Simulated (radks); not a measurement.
Question: N-, configuration [He] 2s2 2p4. Calculated with a radial shooting solver on a logarithmic mesh with Libxc functionals: scalar-relativistic Kohn-Sham, LDA (Slater exchange, Perdew-Wang correlation), spin-polarised, spherical densities, point nucleus; open shells are filled with parallel spins first; Watson sphere of charge +1 and radius 3.72 bohr. Some entries of the table are withheld. Estimate them.

orbital  occ.  eigenvalue (hartree)  <r^2> (bohr^2)  r(max) (bohr)
1s up       1             -13.85573         0.07254         0.1492
1s down     1             -13.81683         0.07212         0.1490
2s up       1              -0.58778             (1)          1.024
2s down     1              -0.49606             (2)          1.041
2p up       3              -0.18938             (3)         0.9915
2p down     1              -0.11286             (4)          1.048

Answer: 
(1) 2s up <r^2> (bohr^2): 2.321
(2) 2s down <r^2> (bohr^2): 2.536
(3) 2p up <r^2> (bohr^2): 3.951
(4) 2p down <r^2> (bohr^2): 6.066
